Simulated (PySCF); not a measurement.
C3H9AlO.

```xyz
14

Al     0.0958     0.3114     0.2776
H      0.3567     1.5250     1.2723
C     -1.0275     0.4241    -1.3160
C     -1.7203     1.7792    -1.5276
H     -1.7752    -0.3894    -1.2678
H     -0.4013     0.1713    -2.1923
H     -0.9905     2.6019    -1.6137
H     -2.3845     2.0343    -0.6847
H     -2.3368     1.7958    -2.4421
O      0.8466    -1.1776     0.6270
C      1.6963    -1.6805     1.6142
H      2.6387    -2.0454     1.1672
H      1.9577    -0.9229     2.3788
H      1.2253    -2.5340     2.1346
```
Charge 0, spin multiplicity 1.

The structure is a stationary point at ωB97X-D3(BJ)/def2-SVP. Other conformers were not sampled.

These are PBE/pcSseg-1 in PySCF values and carry that method's errors. Non-relativistic, no solvent.

Computed absolute GIAO shielding of each atom: isotropic value and principal components (ppm):
```tsv
atom	σ(iso)	σ11	σ22	σ33	span
Al1	347.9	279.6	328.4	435.6	156.0
H2	26.3	23.4	24.2	31.2	7.8
C3	177.7	171.1	175.2	186.7	15.6
C4	170.3	163.2	165.6	182.1	18.9
H5	31.0	26.1	30.2	36.6	10.5
H6	31.0	26.1	30.2	36.6	10.5
H7	30.2	26.0	28.4	36.2	10.2
H8	30.2	26.0	28.4	36.3	10.2
H9	29.9	25.1	27.8	36.7	11.6
O10	231.8	67.2	282.2	346.0	278.8
C11	122.4	91.4	98.3	177.6	86.2
H12	27.1	23.0	24.9	33.3	10.3
H13	26.9	23.4	24.8	32.5	9.1
H14	27.1	23.0	24.9	33.3	10.3
```
